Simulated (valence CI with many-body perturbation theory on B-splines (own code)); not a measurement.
The numbers below are computed, except where a source is named.
# Re LIV in three bases

Method: configuration interaction combined with many-body perturbation theory (CI+MBPT): four valence electrons over a frozen Dirac-Fock core [Ar], radial functions for each j: 7 s, 7 p, 8 d, 6 f, 4 g, 1 h, with the one-electron correlation potential Σ1 (screened to all orders), the two-electron term Σ2, the three-electron term Σ3, Breit, model QED; selected single and double excitations, second order for the rest, scaled by the run's own slope (own B-spline code, finite nucleus).

No measured spectrum was set against this ion. As an estimate, large intervals hold to a few tenths of a per cent, small ones and those within an open d or f shell to about a per cent. The list stops below the first excitations out of the core. Only levels of the ground parity were solved; by the run's estimate the other parity begins above the list, which can be wrong where configurations are misplaced.

The reference run has the lowest level (3d3/2^4) J=0 and an ionisation energy of 5099.39 eV. Its largest variational space holds 17329 state functions.

Levels are named by their leading jj configuration (3d3/2^4 stands for four electrons in 3d with j = 3/2), which in mixed levels can hold well under half, so a name can repeat and another be missing. Letters in brackets count levels of one name in rising energy.

Changed runs:
A. basis 6 s, 6 p, 5 d, 5 f, 1 g
B. basis 5 s, 5 p, 4 d, 4 f

Excitation energies of the reference run in cm⁻¹, and shifts in cm⁻¹:

| Level | Reference | A | B |
| --- | --- | --- | --- |
| (3d3/2^3 3d5/2) J=1 | 554424 | -247 | -419 |
| (3d3/2^3 3d5/2) J=4 | 651625 | +21 | +307 |
| (3d3/2^3 3d5/2) J=2 | 678809 | -61 | +310 |
| (3d3/2^3 3d5/2) J=3 | 706302 | -14 | +436 |
| (3d3/2^2 3d5/2^2) J=0 [a] | 1179890 | -281 | -518 |
| (3d3/2^2 3d5/2^2) J=2 [a] | 1183490 | -250 | -173 |
| (3d3/2^2 3d5/2^2) J=4 [a] | 1202820 | -216 | -154 |
| (3d3/2^2 3d5/2^2) J=3 [a] | 1219790 | -253 | -120 |
| (3d3/2^2 3d5/2^2) J=5 | 1248900 | -87 | +276 |
| (3d3/2^2 3d5/2^2) J=6 | 1271820 | +19 | +560 |
| (3d3/2^2 3d5/2^2) J=1 | 1293100 | -100 | +368 |
| (3d3/2^2 3d5/2^2) J=3 [b] | 1317220 | -6.3 | +686 |
| Ionisation energy (eV) | 5099.39 | -0.08 | -0.13 |
